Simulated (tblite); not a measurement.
Run record: tight-binding relaxation, `C=[C](C1CCC1)[GaH][O]C`.

Computed with GFN2-xTB geometry optimisation, gas phase (tblite 0.8.0). Start geometry: from a force field or distance geometry. The command runs a driver script over a list of jobs; the input below is this job's line of settings and its coordinates in Å.

Command:
```bash
OMP_NUM_THREADS=1 python probes_run.py task.json out
```

Input:
```
{"job": {"kind": "relax", "xc": "GFN2-xTB", "basis": "xTB"}, "charge": 0, "multiplicity": 1}
C      0.324100     2.063700    -0.980200
C     -0.180300     0.860800    -0.698800
Ga     1.304800    -0.696400    -0.930800
O      3.037200    -0.000000    -1.574800
C      3.651300    -0.131200    -0.309900
C     -1.564800     0.618000    -0.256300
C     -2.288300    -0.558200    -0.800300
C     -1.844800    -1.332200     0.428300
C     -1.634300    -0.024300     1.117300
H      1.354800     2.172300    -1.294400
H     -0.341900     2.945300    -0.895100
H      1.211200    -1.997300    -1.897800
H      3.565500    -1.205700    -0.030600
H      4.720100     0.167400    -0.390500
H      3.088500     0.435900     0.474800
H     -2.155200     1.574300    -0.302700
H     -1.980500    -0.959400    -1.777500
H     -3.399600    -0.393700    -0.697400
H     -2.637000    -1.944500     0.916200
H     -0.959000    -1.932200     0.177300
H     -0.721800     0.071700     1.734000
H     -2.560200     0.285100     1.651000
```

Output:
```
step      E/eV     max force
  0    -728.89655    2.703
  1    -729.18286    1.958
  2    -729.35556    1.726
  3    -729.66286    1.262
  4    -729.77347    1.019
  5    -729.87418    0.671
  6    -729.92337    0.601
  7    -729.96933    0.422
  8    -729.99297    0.378
  9    -730.01493    0.383
... (147 lines left out)
157    -730.58020    0.015
158    -730.58025    0.014
159    -730.58030    0.013
160    -730.58034    0.013
161    -730.58038    0.011
162    -730.58041    0.014
163    -730.58045    0.013
164    -730.58049    0.010
165    -730.58051    0.010
166    -730.58053    0.008
```

«max force» is the largest atomic force in eV/Å.

Problem. From which step on does the largest force stay under 0.1 eV/Å, and how much energy is left to gain from there?

Solution. From step 119 (0.093 eV/Å), 19.5 meV above the end.

Main results: energy lowered by 38.8 kcal/mol over 166 steps; largest atomic force 0.008 eV/Å at the end.

Problem. How long does this job take on Arm Neoverse N1, one thread, shared host with 64 logical CPUs at a one-minute load of 61?

Solution. About 2.6 s.
Labels such as C1 count atoms from 1, the log's own numbers from 0.
